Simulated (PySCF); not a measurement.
# Telling isomers of C4H5F3 apart by NMR

PySCF 2.14.0 with density-fitted response routines calculation with shieldings: GIAO PBE0/pcSseg-1, spin–spin couplings from B3LYP/pcJ-1 (spin–dipole term left out of most H,H and C,H couplings) and coordinates at the GFN2-xTB level; one averaged value for each set of equivalent atoms, one conformer, non-relativistic Hamiltonian, in vacuum.

References, each an isolated molecule treated in the same way: 1H, 13C vs TMS. Multiplet labels drop J under 1 Hz and among equivalent protons, and merge close values. Unscaled 3J(H,H) run several per cent high. Splittings of carbon signals by F and P are missing where no couplings were computed. Where no couplings were computed, multiplicities follow the n + 1 count of equivalent neighbours, and m marks all less simple cases (inequivalent or close neighbours, rings, F or P nearby). One-bond C–F couplings are unscaled and too large by tens of Hz. Shifts are as computed. Against solution values, carbons near 30 ppm lie about +3 ppm off and those near 130 ppm about +5 ppm. Of 1211 compounds with measured shifts, 218 miss one by over three times the rms of a fit or turn the order of signals round; such compounds aren't used in these exercises.

(1) Tabulate the signals of `C[C@]1(F)CC1(F)F`, `C/C=C\C(F)(F)F`, `FC(F)[C@@H]1C[C@@H]1F` and their relative energies.

(2) What is the quickest way to tell C[C@]1(F)CC1(F)F from FC(F)[C@@H]1C[C@@H]1F?

(3) What is the quickest way to tell C[C@]1(F)CC1(F)F from C/C=C\C(F)(F)F?

(4) What is the quickest way to tell C/C=C\C(F)(F)F from FC(F)[C@@H]1C[C@@H]1F?

## Answers

(1) 
```json
{"SMILES": "C[C@]1(F)CC1(F)F", "carbon types": "2×C 1×CH2 1×CH3", "δC": "118.1, 81.2, 24.2, 18.6", "δH": "1.73 (dt, 3H), 1.68 (m, 1H), 1.08 (m, 1H)", "E rel. (kcal/mol)": "21.4"}
{"SMILES": "C/C=C\\C(F)(F)F", "carbon types": "1×C 2×CH 1×CH3", "δC": "150.3, 132.6, 129.0, 19.3", "δH": "6.46 (dq, 1H), 5.91 (dqq, 1H), 2.14 (ddq, 3H)", "E rel. (kcal/mol)": "0.0"}
{"SMILES": "FC(F)[C@@H]1C[C@@H]1F", "carbon types": "3×CH 1×CH2", "δC": "122.2, 73.4, 23.3, 10.3", "δH": "5.87 (m, 1H), 4.77 (m, 1H), 1.34 (m, 1H), 1.05 (m, 1H), 0.88 (m, 1H)", "E rel. (kcal/mol)": "17.3"}
```

Energies are electronic energies at PBE0/pcSseg-1 on these geometries, without zero-point or thermal terms, each for the one conformer computed, which needn't be the lowest.

(2) Both give the same number of carbon signals, but DEPT or the intensities differ. The first has a three-membered-ring carbon (C) at 118.1 ppm, the second an sp3 CH bonded to 2 F at 122.2 ppm. In the proton spectra the most deshielded non-exchanging signals are 1.73 (dt, J = 18.6, 2.4 Hz, 3H) and 5.87 (m, 1H).

(3) Both give the same number of carbon signals, but DEPT or the intensities differ. The first has a three-membered-ring carbon (CH2) at 24.2 ppm, the second an alkene CH at 150.3 ppm. Their most deshielded carbons lie at 118.1 and 150.3 ppm. In the proton spectra the most deshielded non-exchanging signals are 1.73 (dt, J = 18.6, 2.4 Hz, 3H) and 6.46 (dq, J = 12.5, 8.4 Hz, 1H).

(4) Both give the same number of carbon signals, but DEPT or the intensities differ. The first has a CF3 carbon (C) at 132.6 ppm, the second a three-membered-ring carbon (CH) at 23.3 ppm. Their most deshielded carbons lie at 150.3 and 122.2 ppm. In the proton spectra the most deshielded non-exchanging signals are 6.46 (dq, J = 12.5, 8.4 Hz, 1H) and 5.87 (m, 1H).
